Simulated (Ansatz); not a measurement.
```yaml
crystal:
  periodic: [false, false, false]
  atoms:
    - {symbol: Ag, position_ang: [0.574064, -0.655341, -1.061585]}
    - {symbol: Ag, position_ang: [-1.262886, 0.749635, 0.691459]}
    - {symbol: Ag, position_ang: [1.425156, 0.081473, 1.436301]}
    - {symbol: Ag, position_ang: [3.077809, -1.221784, -0.245114]}
    - {symbol: O, position_ang: [-1.422539, -0.324491, -2.013759]}
    - {symbol: O, position_ang: [-2.222768, 0.331995, -1.146905]}
    - {symbol: O, position_ang: [-0.168837, 1.038514, 2.339592]}
basis:
  gaussian: {orbitals: def2-TZVP, point_charges: [{charge: -1.00, position_ang: [6.866, 0.763, -0.256]}]}
magnetization: {spin_polarized: true, initial_magnetization: 0}
hamiltonian: {xc: {name: HF}}
scf: {omitted_lower_state_checks: [starts]}
output: {forces: true}
```

```sh
$ ansatz run in.yaml --threads 4 --pin off --events-out ev --progress --plain --max-ram 4787MiB
```

It prints (some lines left out):

```
Functional definition: HF
  name "HF"
  cite "Fock, Z. Phys. 61, 126 (1930) doi:10.1007/BF01340294"
  parent pbe
  exchange = exact_x
  correlation = 0
these checks for a lower state are left out or cut short: starts
2171 factors; integrals over basis functions are off by at most 5.2e-4 eV
mean field evaluation 1: about -21995.3009 eV, gradient 5.9e1 eV
mean field evaluation 2: about -21995.3226 eV, gradient 5.9e1 eV
mean field evaluation 4: about -22003.9779 eV, gradient 3.5e1 eV
mean field evaluation 8: about -22009.3226 eV, gradient 1.4e0 eV
mean field evaluation 16: about -22009.4437 eV, gradient 4.4e0 eV
mean field -22015.55357762 eV, -809.0566712993 hartree, gradient 1.2e-5 eV, S^2 1.042015; 0 other end points of the search recorded, 0 dependent functions left out
the calculation of the forces begins
reference -22015.55357762 eV, -809.0566712993 hartree; 50, 50 occupied and 203, 203 virtual orbitals, 2171 factors
Total energy: -22015.55357762 eV, -809.0566712993 hartree
Atom 0 at     0.574064    -0.655341    -1.061585 Å, force     0.344809    -0.473820    -0.680421 eV/Å
Atom 1 at    -1.262886     0.749635     0.691459 Å, force    -1.606793     0.254725    -0.862634 eV/Å
Atom 2 at     1.425156     0.081473     1.436301 Å, force     1.634111    -0.593515     0.028458 eV/Å
Atom 3 at     3.077809    -1.221784    -0.245114 Å, force     1.081001    -0.128577    -0.164502 eV/Å
Atom 4 at    -1.422539    -0.324491    -2.013759 Å, force    -2.434156     1.651365     1.809318 eV/Å
Atom 5 at    -2.222768     0.331995    -1.146905 Å, force     1.639165    -1.629797    -2.423529 eV/Å
Atom 6 at    -0.168837     1.038514     2.339592 Å, force    -0.426950     1.088324     2.289302 eV/Å
Dipole moment:     1.836770    -0.348465     0.101567 e Å
Checks for a lower state left out: starts
```

Hardware: 4 threads of Arm Neoverse V1 on a shared host. Wall time 32 s, peak host memory 1.3 GiB.

In the def2 sets Ag takes a core potential; there is no spin–orbit coupling. The unrestricted singlet has broken spin symmetry (⟨S²⟩ up to 1.04).
